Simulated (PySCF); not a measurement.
Dipole response of Tc (technetium, neutral)

[Kr] 4d5 5s2, high-spin 6S determinant. All numbers are calculated (PySCF 2.14, scalar relativity by spin-free X2C-1e, in x2c-TZVPPall with one added diffuse shell each of s, p, d, f type (9s7p7d3f1g, 95 functions)). Coupled (time-dependent) response in atomic units; α is the mean over directions.

| method | mean α (bohr³) | C₆ (like pair) | S(−4) |
| --- | --- | --- | --- |
| UHF | 135.2 | 1554 | 26760 |
| PBE | 85.11 | 961.2 | 4231 |
| PBE0 | 90.36 | 1033 | 4964 |

S(−4) is the Cauchy moment in α(ω) = α(0) + S(−4) ω² + …

Reference α: 79 ± 10 bohr³ (recommended; Schwerdtfeger and Nagle, table of static dipole polarizabilities (2023 update)). Published C₆: 939.0 (Gould and Bucko (2016)).

Hartree-Fock lies above the reference because it lacks correlation, which contracts the outer shell.

α(iu) at PBE0:

```json
{"u (hartree)": "0", "α(iu) (bohr³)": "90.36"}
{"u (hartree)": "0.0500", "α(iu) (bohr³)": "80.12"}
{"u (hartree)": "0.100", "α(iu) (bohr³)": "62.33"}
{"u (hartree)": "0.200", "α(iu) (bohr³)": "36.89"}
{"u (hartree)": "0.300", "α(iu) (bohr³)": "24.12"}
{"u (hartree)": "0.500", "α(iu) (bohr³)": "13.30"}
{"u (hartree)": "0.750", "α(iu) (bohr³)": "8.161"}
{"u (hartree)": "1.00", "α(iu) (bohr³)": "5.729"}
{"u (hartree)": "1.50", "α(iu) (bohr³)": "3.396"}
{"u (hartree)": "2.00", "α(iu) (bohr³)": "2.274"}
{"u (hartree)": "3.00", "α(iu) (bohr³)": "1.222"}
{"u (hartree)": "5.00", "α(iu) (bohr³)": "0.5170"}
```
